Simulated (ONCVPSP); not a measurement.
**osmium (Os): one change to an ONCV potential, before and after**

ONCVPSP 4.0.1 input, shortened (lines: element, Z, core and valence counts, functional; n l f; lmax; l rc ep ncon nbas qcut; lloc lpopt rc5 dvloc0; l nproj debl; icmod fcfact rcfact), PBE, fully relativistic:

```
  Os 76.00   10    4        4      upf
    1    0    2.00
    2    0    2.00
    2    1    6.00
    3    0    2.00
    3    1    6.00
    3    2   10.00
    4    0    2.00
    4    1    6.00
    4    2   10.00
    4    3   14.00
    5    0    2.00
    5    1    6.00
    5    2    6.00
    6    0    0.50
    2
    0    1.75    0.00    3    7    7.50
    1    1.80    0.00    3    6    9.10
    2    1.70    0.00    4    8    6.30
    4    3    1.65    1.00
    0    2    2.00
    1    2    1.00
    2    1    2.80
    3    2.75    1.75
```

Open shells are filled in proportion to 2j + 1.

In the p channel the program set the typed energies aside and used -2.204, 0.250 Ha (j = l + 1/2; the other j can differ).

All-electron outer shells of the reference configuration (PBE, scalar-relativistic, ld1.x):

```
shell  level (eV)  outermost node (bohr)  outermost maximum (bohr)
   5s     -104.03                   0.51                      0.91
   4f      -64.44                      –                      0.40
   5p      -63.36                   0.55                      1.03
   5d      -18.43                   0.60                      1.34
   6s      -16.90                   1.20                      2.36
```

Change: core correction Teter function, fcfact 2.75, rcfact 1.26.

Cutoffs: the cutoffs (Ha) at which the residual kinetic energy of the hardest occupied pseudo-wave falls to 1 and 0.1 mHa per electron; they do not see the model core or the augmentation charge, which bear on the density cutoff. Errors are all-electron minus pseudo energies relative to the spin-unpolarised reference configuration.

How do hardness, ghosts and transferability respond?

The potential gets neither clearly harder nor softer (21 Ha and 27 Ha → 21 Ha and 27 Ha); of the 4 tests that both files solve, the error grows in 1 and shrinks in 3 by more than 15 % and 0.3 meV (median size 2.4 → 0.6 meV); neither file shows a bound ghost. A model core, the more so a compact one, raises the density cutoff, which this test does not measure.

```tsv
quantity	base	changed
cutoff, loose	21 Ha	21 Ha
cutoff, tight	27 Ha	27 Ha
bound ghosts	none	none
GHOST(+) flags under 300 eV	none	none
error for 5s2 5p6 5d6 6s2, meV [ΔE -17.09 eV]	-13	-1.6
error for 5s2 5p6 5d6 6s1, meV [ΔE -7.50 eV]	-2.1	-0.2
error for 5s2 5p6 5d6 6s0, meV [ΔE 9.42 eV]	-2.7	0.0
error for 5s2 5p6 5d6 6s0 6p2, meV [ΔE -6.74 eV]	-0.6	+0.9
s: phases at 1.78 bohr within 0.05 rad from the reference energy up to (Ha; the scan ends near 5)	to the end of the scan	to the end of the scan
p3/2: phases at 1.82 bohr within 0.05 rad from the reference energy up to (Ha; the scan ends near 5)	to the end of the scan	to the end of the scan
p1/2: phases at 1.82 bohr within 0.05 rad from the reference energy up to (Ha; the scan ends near 5)	to the end of the scan	to the end of the scan
d5/2: phases at 1.73 bohr within 0.05 rad from the reference energy up to (Ha; the scan ends near 5)	to the end of the scan	to the end of the scan
d3/2: phases at 1.73 bohr within 0.05 rad from the reference energy up to (Ha; the scan ends near 5)	3.6	3.6
rms error of d²Exc/dni dnj with the model core, mHa	2.56	5.38
```

Base: These tests converged, but a pseudo level misses the all-electron one widely, so the file describes the atom poorly there or has found another state: 5s2 5p6 5d6 6s0 6p2: empty 6s by 12.5 eV. Changed file: These tests converged, but a pseudo level misses the all-electron one widely, so the file describes the atom poorly there or has found another state: 5s2 5p6 5d6 6s0 6p2: empty 6s by 12.5 eV.
